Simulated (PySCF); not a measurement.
**Interval between two levels of N by level of theory**

N [He] 2s2 2p3 [4S3/2, M_J = 3/2] → N [He] 2s1 2p4 [4P5/2, M_J = 5/2], as a difference of total energies. Calculation: PySCF 2.14, in x2c-SVPall-2c with one added diffuse shell of s type (4s2p1d, 15 functions); the two-component X2C-1e Hamiltonian. Correlated levels: 1s2 frozen. "Screened" scales the spin-orbit matrix elements by Boettger's factors to mimic the two-electron term; Breit and QED terms are absent.

```tsv
method	interval between two levels (cm⁻¹)
GHF (spin-free)	87238
GMP2 (spin-free)	87713
GHF (screened spin-orbit)	87204
GMP2 (screened spin-orbit)	87677
```

Errors of the correlated levels include the incompleteness of this basis and the frozen core.

The labels give the starting determinants; with spin-orbit coupling the two ends relaxed to ⟨J²⟩ = 3.76, ⟨L²⟩ = 0.00, ⟨S²⟩ = 3.76 and ⟨J²⟩ = 8.76, ⟨L²⟩ = 2.00, ⟨S²⟩ = 3.76.

For comparison: 88107 cm⁻¹ (measured; NIST Handbook of Basic Atomic Spectroscopic Data (Sansonetti and Martin, J. Phys. Chem. Ref. Data 34, 1559 (2005))).
